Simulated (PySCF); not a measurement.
C2H3O2, SMILES [CH2]C(=O)O, doublet, PBE0/def2-SVP optimised geometry.

```
7

C      0.64    -0.71     0.00
C     -0.04     0.57     0.00
O      0.52     1.65     0.00
O     -1.38     0.45     0.00
H      0.08    -1.65     0.00
H      1.73    -0.71     0.00
H     -1.73     1.36     0.00
```

Density from unrestricted PBE0/def2-TZVP in PySCF at that geometry.

Minimum of the electron density along straight lines between bonded atoms, close to the bond critical point (lines longer than 1.1 times the sum of covalent radii, or with two minima, are not listed):

```tsv
bond	length / Å	ρ at the minimum / e bohr⁻³	∇²ρ there / e bohr⁻⁵	position (fraction from the first atom)
C1–C2	1.449	0.293	-0.85	0.49
C2–O3	1.212	0.425	-0.28	0.34
C2–O4	1.346	0.309	-0.69	0.34
C1–H5	1.091	0.282	-1.00	0.66
C1–H6	1.090	0.282	-1.01	0.66
O4–H7	0.969	0.354	-2.45	0.81
```
